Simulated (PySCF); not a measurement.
# Peak assignment

Geometry:
```tsv
atom	x (Å)	y (Å)	z (Å)
C1	-0.104	1.356	-0.949
N2	-0.634	0.225	-0.174
C3	-1.873	0.622	0.511
C4	-0.894	-0.924	-1.055
Al5	0.665	-0.298	1.347
C6	2.424	-0.848	0.497
Cl7	3.428	-1.267	1.927
Cl8	2.322	-2.293	-0.563
Cl9	3.254	0.457	-0.411
H10	-0.838	1.679	-1.708
H11	0.831	1.062	-1.442
H12	0.113	2.193	-0.272
H13	-2.248	-0.221	1.108
H14	-2.642	0.919	-0.222
H15	-1.667	1.467	1.182
H16	-1.649	-0.661	-1.816
H17	-1.260	-1.768	-0.455
H18	0.037	-1.230	-1.548
H19	-0.113	-1.549	1.960
H20	0.787	1.102	2.104
```

One averaged value for each set of equivalent atoms, gas phase, relativity neglected, one conformer. Shielding tensors at KT2/pcSseg-1 (GIAO); coordinates at the PBE0-D3(BJ)/def2-SVP level; PySCF 2.14.0 with density-fitted response routines.

Shifts are taken against calculated references (same method and geometry level): TMS for 13C (σ = 183.22 ppm), 1H (σ = 31.18 ppm).

(1) Assign these signals to the numbered atoms. 13C{1H} NMR (computed): δ 124.5, 49.1.

(2) Assign these signals to the numbered atoms. 1H NMR (400 MHz, computed): δ 3.95 (br, 2H), 2.60 (s, 9H).

## Answers

(1) 
124.5 → C6, fully substituted sp3 carbon bonded to Al and 3 Cl: 3 electronegative neighbours deshield it
49.1 → C1/C3/C4, methyl carbon bonded to N: pulled downfield by the heteroatom

(2) 
3.95 → H19/H20, hydrogen on an aluminium bonded to C, N
2.60 → H10/H11/H12/H13/H14/H15/H16/H17/H18, hydrogen on a methyl carbon bonded to N: its carbon carries N, hence the downfield position

Hydrides on Al or Ga are broadened by the quadrupolar metal nucleus. Carbons that carry Cl, above all several Cl atoms, come out too deshielded, partly because spin–orbit coupling is missing. Shifts are as computed. Against solution values, carbons near 30 ppm lie about +2 ppm off and those near 130 ppm about -5 ppm. Of 1313 compounds with measured shifts, 239 miss one by over three times the rms of a fit or turn the order of signals round; such compounds aren't used in these exercises. Multiplicities follow the n + 1 count of equivalent neighbours, as no J values were calculated; m marks all less simple cases, F and P coupling included.
